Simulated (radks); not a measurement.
All-electron atom: Tb+ in [Xe] 4f9 6s1.

Method: scalar-relativistic Kohn-Sham, HCTH/407, spin-polarised, spherical densities, point nucleus; open shells are filled with parallel spins first (spin-orbit coupling, left out, can overturn this in heavy ions); computed with a radial shooting solver on a logarithmic mesh with Libxc functionals.

Energy parts (hartree):
total: -11715.9194
kinetic: 12609.2233
electron-nucleus: -28617.0323
Hartree: 4555.1971
exchange-correlation: -263.3075

Orbitals (lengths in bohr, moments of r in powers of bohr; r(max) is where P^2 peaks):
orbital,occ.,eigenvalue (hartree),r(max),<1/r>
1s up,1,-1905.616,0.01365,73.08
1s down,1,-1905.615,0.01365,73.08
2s up,1,-316.3986,0.07751,16.97
2s down,1,-316.3958,0.07751,16.97
2p up,3,-281.2952,0.06279,15.81
2p down,3,-281.2931,0.06279,15.81
3s up,1,-70.43316,0.2198,6.237
3s down,1,-70.35321,0.2197,6.243
3p up,3,-59.60189,0.2157,5.856
3p down,3,-59.52204,0.2156,5.862
3d up,5,-45.48638,0.1762,5.559
3d down,5,-45.42513,0.1761,5.564
4s up,1,-14.21820,0.5045,2.630
4s down,1,-14.04202,0.5044,2.629
4p up,3,-10.64875,0.5267,2.415
4p down,3,-10.47357,0.5266,2.414
4d up,5,-5.74801,0.5462,2.128
4d down,5,-5.57264,0.5460,2.126
4f up,7,-0.43758,0.5529,1.540
4f down,2,-0.28366,0.5556,1.471
5s up,1,-2.03691,1.176,1.008
5s down,1,-1.94067,1.188,0.9898
5p up,3,-1.18880,1.338,0.8439
5p down,3,-1.12023,1.359,0.8217
6s up,1,-0.33199,3.288,0.3370

The highest occupied level is 4f down at -7.719 eV. The density falls to 0.001 e/bohr^3 at r = 4.47 bohr. Summed over all electrons, <r^2> = 54.62 bohr^2, which gives a Langevin (diamagnetic) susceptibility term of -43.3 x 10^-6 cm^3/mol. Spin moment in Bohr magnetons: 6.

Empty levels of this run are not shown, since the potential may be unsettled where no density lies.
